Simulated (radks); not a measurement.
Q: Radial electron density D(r) = 4 pi r^2 rho(r) of an atom or ion with 52 electrons. Method: Dirac Kohn-Sham, PBEsol, spin-unpolarised, spherical densities, finite nucleus; Fermi nuclear charge, rms radius of each element as measured or else 0.836 A^(1/3) + 0.57 fm; computed with a radial shooting solver on a logarithmic mesh with Libxc functionals.

| r (bohr) | D(r) (e/bohr) |
|---|---|
| 0.0009278 | 1.855 |
| 0.001071 | 2.381 |
| 0.001228 | 3.006 |
| 0.001418 | 3.838 |
| 0.001637 | 4.884 |
| 0.001876 | 6.112 |
| 0.002166 | 7.718 |
| 0.002502 | 9.699 |
| 0.002866 | 11.97 |
| 0.00331 | 14.87 |
| 0.003823 | 18.33 |
| 0.00438 | 22.17 |
| 0.005058 | 26.85 |
| 0.005842 | 32.15 |
| 0.006693 | 37.67 |
| 0.007729 | 43.92 |
| 0.008927 | 50.35 |
| 0.01023 | 56.30 |
| 0.01181 | 62.05 |
| 0.01364 | 66.77 |
| 0.01563 | 69.86 |
| 0.01805 | 71.36 |
| 0.02084 | 70.92 |
| 0.02388 | 68.98 |
| 0.02758 | 66.01 |
| 0.03185 | 63.27 |
| 0.03649 | 62.14 |
| 0.04214 | 63.68 |
| 0.04867 | 68.52 |
| 0.05576 | 75.53 |
| 0.06439 | 83.64 |
| 0.07437 | 89.63 |
| 0.0852 | 90.91 |
| 0.0984 | 86.66 |
| 0.1136 | 78.21 |
| 0.1302 | 69.97 |
| 0.1504 | 65.31 |
| 0.1736 | 66.98 |
| 0.1989 | 72.47 |
| 0.2298 | 76.86 |
| 0.2653 | 74.00 |
| 0.304 | 63.07 |
| 0.3511 | 46.69 |
| 0.4055 | 32.56 |
| 0.4645 | 26.10 |
| 0.5365 | 26.36 |
| 0.6196 | 29.16 |
| 0.7098 | 29.48 |
| 0.8198 | 25.60 |
| 0.9467 | 19.09 |
| 1.085 | 13.17 |
| 1.253 | 8.825 |
| 1.447 | 6.500 |
| 1.657 | 5.317 |
| 1.914 | 4.287 |
| 2.211 | 3.138 |
| 2.533 | 2.036 |
| 2.925 | 1.082 |
| 3.378 | 0.4725 |
| 3.87 | 0.1783 |
| 4.469 | 0.05075 |
| 5.162 | 0.01103 |
| 5.914 | 0.001965 |
| 6.83 | 0.0002247 |

What is the nuclear charge?

A: Z = 54. The innermost maximum, from 1s, lies near gamma/Z bohr with gamma = sqrt(1 - (Z/c)^2) = 0.919, here 0.017 bohr (found: 0.0188), and its height grows with Z. The density is that of the xenon ion Xe2+ in [Kr] 4d10 5s2 5p4; the configuration itself is not fixed sharply by these data, and Z only to a few units. D(r) has 4 maxima, at r = 0.0188, 0.0825, 0.235, 0.671 bohr, and minima at 0.0365, 0.155, 0.491 bohr, inside which lie 2.02, 11.19, 28.93 electrons.
